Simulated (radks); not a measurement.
Results of a calculation; reference values are marked as such.
Q: Species: In XXXIV. Configuration: [Ne] 3s2 3p4 (the NIST ground configuration). Code: a radial shooting solver on a logarithmic mesh with Libxc functionals. Model: Dirac Kohn-Sham, relativistic LDA (MacDonald-Vosko exchange, VWN5 correlation), spin-unpolarised, spherical densities, finite nucleus; open shells fill j = l - 1/2 first; Fermi nuclear charge, rms radius 4.6156 fm. Some entries of the table are withheld. Estimate them.

| orbital | occ. | eigenvalue (hartree) | <r> (bohr) | r(max) (bohr) |
|---|---|---|---|---|
| 1s1/2 | 2 | -1079.192 | 0.02982 | 0.01929 |
| 2s1/2 | 2 | -215.5250 | 0.1270 | 0.1085 |
| 2p1/2 | 2 | -206.1664 | (1) | (2) |
| 2p3/2 | 4 | -198.3200 | (3) | (4) |
| 3s1/2 | 2 | -81.54175 | 0.3133 | 0.2957 |
| 3p1/2 | 2 | -78.15281 | 0.2987 | (5) |
| 3p3/2 | 2 | -76.26424 | 0.3066 | (6) |

A: 
(1) 2p1/2 <r> (bohr): 0.1073
(2) 2p1/2 r(max) (bohr): 0.08355
(3) 2p3/2 <r> (bohr): 0.1124
(4) 2p3/2 r(max) (bohr): 0.08789
(5) 3p1/2 r(max) (bohr): 0.2791
(6) 3p3/2 r(max) (bohr): 0.2872
